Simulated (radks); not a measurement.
Values are calculated unless marked as measured or tabulated.
Species: K-. Configuration: [Ar] 4s2. Code: a radial shooting solver on a logarithmic mesh with Libxc functionals. Model: scalar-relativistic Kohn-Sham, LDA (Slater exchange, VWN5 correlation), spin-polarised, spherical densities, finite nucleus; Fermi nuclear charge, rms radius 3.4349 fm; Watson sphere of charge +1 and radius 4.04 bohr.

Normalised radial functions P(r) = r R(r), r in bohr:

r            2p       3p
0.01195  0.0284   0.0091
0.01798  0.0602   0.0193
0.02725  0.1261   0.0403
0.04098  0.2501   0.0798
0.06212  0.4734   0.1503
0.09417  0.8196   0.2569
0.1416   1.2397   0.3761
0.2147   1.5804   0.4355
0.3228   1.5716   0.3055
0.4894   1.1094  -0.0969
0.7359   0.4939  -0.6091
1.116    0.1104  -0.8813
1.678    0.0099  -0.7124
2.543    0.0002  -0.3420
3.824    0.0000  -0.0956
5.797    0.0000  -0.0116
8.717    0.0000  -0.0004
13.21    0.0000  0.0000

2p: eigenvalue -279.94 eV, 0 radial nodes, <r> = 0.351 bohr, 90 % of the charge inside 0.581 bohr. 3p: eigenvalue -18.882 eV, 1 radial node at r = 0.451 bohr, <r> = 1.45 bohr, 90 % of the charge inside 2.28 bohr.
